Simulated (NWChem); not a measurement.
C2H7NOSi, singlet; SMILES CN([Si]O)C

```xyz
12

Si    -0.7966     0.9156     0.0001
O      0.4605     2.0175    -0.0011
H      1.3893     1.7611    -0.0049
N      0.0045    -0.6376     0.0000
C     -0.8310    -1.8169    -0.0028
C      1.4117    -0.9375     0.0008
H     -0.6532    -2.4443    -0.8964
H     -0.6532    -2.4482     0.8880
H     -1.8942    -1.5258    -0.0022
H      1.7035    -1.5296     0.8886
H      1.7078    -1.5185    -0.8930
H      2.0200    -0.0204     0.0084
```
Atoms are numbered in this order, from 1.

All runs: NWChem. Low-valent species are run as closed-shell singlets; no triplet was tried in these runs. The geometry was optimised at PBE0/def2-SVP. Not confirmed as a minimum by frequencies. Level: M06-2X/def2-SVP with SMD (1 M gas to 1 M solution), gas-phase geometry. Reactions with the solvent are ignored.

```csv
solvent,dielectric constant,solvation free energy (kcal/mol),cavity-dispersion-structure term (kcal/mol),dipole in solution (D)
water,78.4,-5.0,2.6,4.21
ethylene glycol,40.2,-4.8,2.6,4.19
cyclohexanone,15.6,-5.3,-1.0,3.98
chlorobenzene,5.70,-5.4,-1.7,3.85
n-hexane,1.88,-4.0,-2.0,3.48
chloroform,4.71,-6.0,-1.5,3.85
diethyl ether,4.24,-5.5,-2.1,…
```

Problem. What belongs in the gaps?

Solution. 
- diethyl ether, dipole in solution (D): 3.78
